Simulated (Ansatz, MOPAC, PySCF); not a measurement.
Species: TlI (charge 0, singlet). SMILES: [I][Tl]
Coordinates optimised at B3LYP-D3(BJ)/def2-TZVP (Ansatz, a quantum-chemistry and plane-wave program):
```
Tl
I 1 2.8762
```
Charge 0, spin multiplicity 1.

Unscaled harmonic wavenumbers (cm⁻¹) in rising order, each level at the stationary point that it reaches from this structure (no distance between atoms moves by over 0.3 Å); the order of modes can differ between levels, and a negative number is imaginary. B3LYP-D3(BJ)/def2-TZVP (PySCF, at the structure above): 142.

PM3 (MOPAC): 206. Zero-point energy 0.3 against 0.2 kcal/mol.

B3LYP/LANL2DZ (Ansatz): 126. Zero-point energy 0.2 against 0.2 kcal/mol.
